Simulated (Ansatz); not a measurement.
```yaml
crystal:
  periodic: [false, false, false]
  atoms:
    - {symbol: C, position_ang: [0.124933, 0.746672, -0.602466]}
    - {symbol: C, position_ang: [-0.213049, -0.264979, -0.015586]}
    - {symbol: C, position_ang: [-0.068253, -0.941769, -0.759645]}
    - {symbol: C, position_ang: [-1.039339, 0.058284, -0.227732]}
    - {symbol: N, position_ang: [0.076630, -0.190260, 0.766628]}
    - {symbol: Hf, position_ang: [1.266940, 0.471062, 1.215001]}
    - {symbol: F, position_ang: [1.114693, 0.077764, 2.543425]}
    - {symbol: F, position_ang: [0.492448, 1.827807, 1.523402]}
    - {symbol: F, position_ang: [2.163689, 0.505841, 0.831029]}
    - {symbol: H, position_ang: [-0.018362, 0.401993, -1.311872]}
    - {symbol: H, position_ang: [-0.131493, 1.139981, -0.127317]}
    - {symbol: H, position_ang: [0.601030, 0.569193, -0.701718]}
    - {symbol: H, position_ang: [-0.485634, -0.940816, -1.344859]}
    - {symbol: H, position_ang: [0.761594, -0.972325, -0.745568]}
    - {symbol: H, position_ang: [-0.200986, -1.666305, -0.701334]}
    - {symbol: H, position_ang: [-1.567626, 0.590276, 0.218838]}
    - {symbol: H, position_ang: [-1.466331, -0.732289, 0.114328]}
    - {symbol: H, position_ang: [-1.609579, 0.021550, -0.968312]}
    - {symbol: H, position_ang: [-0.182908, -0.694086, 1.013962]}
basis:
  gaussian: {orbitals: ANO-RCC-VTZP}
magnetization: {spin_polarized: true, initial_magnetization: 0}
hamiltonian: {xc: {name: PBE}, pseudopotentials: {relativity: scalar}}
```

```sh
$ ansatz run in.yaml --threads 4 --pin off --events-out ev --progress --plain --max-ram 46080MiB --backend cuda --devices 0, --max-vram 37GiB
```

It prints (some lines left out):

```
Functional definition: PBE
3265 factors; their error is unknown
mean field evaluation 1: about -423907.2861 eV, gradient 2.5e2 eV
mean field evaluation 2: about -421543.5490 eV, gradient 6.3e2 eV
mean field evaluation 4: about -423977.4862 eV, gradient 1.6e2 eV
mean field evaluation 8: about -424083.5838 eV, gradient 8.3e0 eV
mean field evaluation 16: about -424083.7084 eV, gradient 3.4e-1 eV
mean field -424083.70854980 eV, -15584.7888349431 hartree, gradient 4.2e-5 eV, S^2 0.000000; 5 other end points of the search recorded, 0 dependent functions left out
reference -424083.70861927 eV, -15584.7888374962 hartree; 70, 70 occupied and 414, 414 virtual orbitals, 3265 factors
Total energy: -424083.70861927 eV, -15584.7888374962 hartree
Relativity: scalar
```

In this input the geometry is squeezed to about two thirds of its size. The calculation finished and met its thresholds. The result belongs to that input, not to the molecule as meant.
